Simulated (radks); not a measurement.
Q: Neutral bismuth, [Hg] 6p3. All-electron calculation, non-relativistic Kohn-Sham, exchange-only PBE, spin-polarised, spherical densities, point nucleus. Program: a radial shooting solver on a logarithmic mesh with Libxc functionals. Every spin shell is full or empty, so the densities are truly spherical. Functionals are evaluated on that one density, not self-consistently. Rank these exchange functionals by their error against the exact value of the orbitals, and give that value: LDA, PBE, revPBE, RPBE, PW91, AM05, EV93, APBE, SCAN, r2SCAN, MS2, Tao-Mo, TASK, MVS.

A: Exact: -366.068 hartree. From best to worst, with 100 (|E| - |E exact|)/|E exact| (equal figures are ties): PW91 +0.03, SCAN +0.04, MVS +0.06, r2SCAN -0.20, APBE +0.22, RPBE -0.24, revPBE -0.28, PBE -0.36, EV93 -0.54, MS2 -0.68, Tao-Mo -0.85, TASK -1.80, AM05 -3.57, LDA -3.75.
